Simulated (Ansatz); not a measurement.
**Interaction energy ladder**

The pair of Li⁺ (SMILES [Li+], atom 1) and BF₄⁻ (SMILES F[B-](F)(F)F, atoms 2–6), both closed shells, in one local arrangement (a lower one may exist), relaxed at PBE0-D4/def2-TZVP:

Li1  (0.011, 0.011, -1.625)
F2  (0.751, 1.051, -0.177)
B3  (-0.003, -0.003, 0.431)
F4  (-1.283, 0.126, -0.197)
F5  (0.535, -1.174, -0.194)
F6  (-0.011, -0.012, 1.763)
(Å)

Computed with Ansatz 0.2.0 (basis: def2-TZVPPD, with def2-QZVPPD for the basis limit); correlated methods freeze the cores. The outer core shell of Li, Na, Mg and K is correlated. B3LYP uses VWN-RPA correlation. Extrapolation: Hartree–Fock as exp(−7.88 √X), correlation as X^−2.97. Interaction energies count from these two fragments, frozen as in the pair, with the counterpoise correction; negative means bound.

(1) What is the interaction energy by CCSD(T) at an estimated basis limit (MP2 extrapolated from triple and quadruple zeta, plus CCSD(T) − MP2 in triple zeta)? (Judge from chemistry; the value comes from the calculation.)

No T1 diagnostic of these runs exceeds 0.013.

Answers

(1) The calculation gives: -149.16 kcal/mol. Hartree–Fock alone gives -147.98 kcal/mol at the basis limit. It counts from the two fragments frozen as in the pair.

The same quantity by other methods in triple zeta, and each one's difference from that estimate:
| method | E_int (kcal/mol) | difference |
| --- | --- | --- |
| PBE-D4 | -149.60 | -0.44 |
| revPBE-D4 | -147.83 | 1.33 |
| BLYP-D4 | -148.67 | 0.49 |
| r2SCAN-D4 | -148.57 | 0.59 |
| B97M-V | -148.83 | 0.33 |
| PBE0-D4 | -150.12 | -0.96 |
| B3LYP-D4 | -149.62 | -0.47 |
| HSE06-D4 | -150.13 | -0.97 |
| wB97X-V | -148.76 | 0.40 |
| wB97M-V | -149.32 | -0.16 |
| B2PLYP | -148.96 | 0.20 |
| HF | -147.11 | 2.05 |
| MP2 | -147.03 | 2.13 |
| CCSD | -147.46 | 1.70 |
| CCSD(T) | -147.35 | 1.81 |
Differences are method less estimate.

Energy to bend the free fragments (PBE0-D4 minima) into their shapes in the pair, CCSD(T)/def2-TZVPPD: BF₄⁻ 7.26 kcal/mol. This must be added to the interaction energy to get the binding energy from relaxed fragments.

Basis-set superposition shift (counterpoise-corrected less uncorrected): CCSD(T) 0.79; MP2 0.71; HF 0.06; PBE0-D4 0.09; wB97M-V 0.09 kcal/mol.

For scale, one of the runs: CCSD(T)/def2-TZVPPD, 219 basis functions, launched by `ansatz run in.yaml --threads 4 --pin off --events-out ev --progress --plain --max-ram 9574MiB`. Time: 110 s of wall clock on 4 CPU threads of an Arm Neoverse V2; the host was shared. Peak host memory: 3.9 GiB.
